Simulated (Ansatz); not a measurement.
How methods differ on Si2H5ClO2 (SMILES O[SiH2][SiH](O)Cl)

The species is Si2H5ClO2 (10 atoms), meant as a singlet with charge 0. As SMILES, `O[SiH2][SiH](O)Cl`. The shape is that of a PBE0-D4/def2-TZVP optimisation. This is one conformer, not always the lowest.

Each level gives the HOMO–LUMO gap (eV). The values are calculated.

```json
{"level": "HF/cc-pVDZ", "kind": "Hartree–Fock", "program": "Ansatz", "value (eV)": "13.73", "CPU time": "5.3 s"}
{"level": "BLYP/cc-pVDZ", "kind": "GGA", "program": "Ansatz", "value (eV)": "5.20", "CPU time": "10 s"}
{"level": "PBE/cc-pVDZ", "kind": "GGA", "program": "Ansatz", "value (eV)": "5.16", "CPU time": "10 s"}
{"level": "revPBE/cc-pVDZ", "kind": "GGA", "program": "Ansatz", "value (eV)": "5.24", "CPU time": "11 s"}
{"level": "r2SCAN/cc-pVDZ", "kind": "meta-GGA", "program": "Ansatz", "value (eV)": "5.79", "CPU time": "21 s"}
{"level": "B3LYP/cc-pVDZ", "kind": "global hybrid", "program": "Ansatz", "value (eV)": "6.93", "CPU time": "13 s"}
{"level": "BHLYP/cc-pVDZ", "kind": "global hybrid", "program": "Ansatz", "value (eV)": "9.47", "CPU time": "14 s"}
{"level": "PBE0/cc-pVDZ", "kind": "global hybrid", "program": "Ansatz", "value (eV)": "7.32", "CPU time": "15 s"}
```

The values span 5.16 to 13.73 eV. Orbital gaps aren't excitation energies; they tend to grow with the share of exact exchange. Times are those of the runs behind each value, whatever else they computed, on shared processors of several kinds: orders of magnitude only.
